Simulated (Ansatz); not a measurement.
Consider the ligand exchange at a Ge–C bond: `F[SiH2]C#[C][GeH3]` + `CC#CS` → `CC#C[S][GeH3]` + `C#C[SiH2]F`.

Gas-phase electronic energies from Ansatz, PBE0-D4/def2-TZVP geometries. CCSD(T)/CBS is the MP2 limit (def2-TZVPP, def2-QZVPP) plus CCSD(T) − MP2 in def2-TZVPP, frozen cores. This one scheme is used for every species. Functionals use def2-TZVPP. B3LYP here is the variant with VWN-RPA as its local correlation; programs differ in this. For Ge outer-core shells are correlated without core-valence functions, which leaves a few kJ/mol of doubt a bond. Scalar relativity is left out up to krypton. Each species was taken in one conformer, which may not be the lowest.

| level | ΔE (kJ/mol) | difference from CCSD(T)/CBS |
| --- | --- | --- |
| PBE-D4 | -35.7 | -4.5 |
| r2SCAN-D4 | -34.4 | -3.2 |
| PBE0-D4 | -35.1 | -3.9 |
| ωB97X-V | -31.2 | 0.0 |
| B2PLYP | -30.5 | 0.7 |
| PBE | -33.3 | -2.1 |
| PBE0 | -33.0 | -1.8 |
| B3LYP | -30.8 | 0.4 |
| MP2/def2-TZVPP | -30.7 | 0.5 |
| SCS-MP2/def2-TZVPP | -27.8 | 3.4 |
| CCSD/def2-TZVPP | -26.6 | 4.6 |
| CCSD(T)/def2-TZVPP | -27.4 | 3.8 |
| SCS-MP2/def2-QZVPP | -29.9 | 1.3 |
| HF/CBS(def2) | -28.0 | 3.2 |
| MP2/CBS(def2) | -34.4 | -3.2 |
| CCSD/CBS(def2) | -30.4 | 0.8 |
| CCSD(T)/CBS | -31.2 | 0 |

Largest T1 diagnostic among the species: 0.012.

The D4 term adds −4.0 kJ/mol with B3LYP and −2.1 kJ/mol with PBE0; it sums over pairs of atoms, weighted by their polarisabilities, and B3LYP, whose exchange is more repulsive, gets the larger term.
